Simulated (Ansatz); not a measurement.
Consider the substitution at a C–N bond: `C/N=C/NC` + `O[SiH](O)N[SiH2]F` → `CN([SiH2]F)[SiH](O)O` + `CNC=N`.

Isolated molecules relaxed with PBE0-D4/def2-TZVP in Ansatz; ΔE leaves out vibrations. CCSD(T)/CBS is the MP2 limit (def2-TZVPP, def2-QZVPP) plus CCSD(T) − MP2 in def2-TZVPP, frozen cores. Functionals use def2-TZVPP. Each species was taken in one conformer, which may not be the lowest.

```
             level  ΔE (kcal/mol)
           PBE0-D4            6.6
               PBE            7.5
     HF/def2-TZVPP            8.3
SCS-MP2/def2-TZVPP            7.1
```

What does CCSD(T)/CBS give? (Estimate.)

Computed: +6.6 kcal/mol. The listed levels differ from it by 0.0, 0.9, 1.7, 0.5 kcal/mol.

Largest T1 diagnostic among the species: 0.013.

The D4 term adds −1.5 kcal/mol with B3LYP and −0.8 kcal/mol with PBE0; it sums over pairs of atoms, weighted by their polarisabilities, and B3LYP, whose exchange is more repulsive, gets the larger term. In def2-TZVPP, CCSD(T) changes the Hartree–Fock value by −1.8 kcal/mol (the triples alone add −0.2 kcal/mol) and MP2 by −1.3 kcal/mol.

B3LYP here is the variant with VWN-RPA as its local correlation; programs differ in this.
